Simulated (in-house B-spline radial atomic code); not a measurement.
Eu IV (Eu3+): [Kr] 4d10 (4f5/2)6 5s2 (5p1/2)2 (5p3/2)3 8s1 (an excited or competing configuration)

Method: Dirac-Hartree-Fock, average of the jj configuration, Fermi nucleus of rms radius 5.1115 fm. Calculated with a B-spline radial code for spherical atoms.

Screening seen three ways: the hydrogenic charge with the same mean radius, Z_r = [3n² - l(l+1)]/(2<r>), the one with the same energy, Z_e = n√(-2ε), and Slater's rules. Values are occupation-weighted means over j. An effective charge above Z reflects the relativistic contraction of the inner shells.

```csv
shell,electrons,ε (eV),<r> (bohr),Z_r,Z_e,Slater
1s,2,-48847,0.02231,67.22,59.92,62.70
2s,2,-8173.8,0.0945,63.49,49.02,58.85
2p,6,-7303.8,0.08362,59.80,46.34,58.85
3s,2,-1882.7,0.2483,54.38,35.29,51.75
3p,6,-1603.7,0.2467,50.66,32.57,51.75
3d,10,-1218.8,0.2256,46.54,28.39,41.85
4s,2,-431.37,0.5656,42.43,22.52,35.25
4p,6,-336.27,0.5981,38.45,19.89,35.25
4d,10,-198,0.6533,32.14,15.26,23.85
5s,2,-92.965,1.353,27.71,13.07,12.50
5p,5,-67.453,1.527,23.91,11.13,12.50
4f,6,-56.539,0.8293,21.70,8.15,15.25
8s,1,-9.0223,9.126,10.52,6.51,4.00
```

The least bound orbital is 8s1/2 at -9.022 eV, and it is also the most diffuse (<r> = 9.126 bohr).

For the 1s electron the small component carries 5.5 % of the norm, the zero-frequency Breit interaction raises the level by 143.3 eV, self-energy by 85.42 eV, and vacuum polarisation lowers it by 13.72 eV.
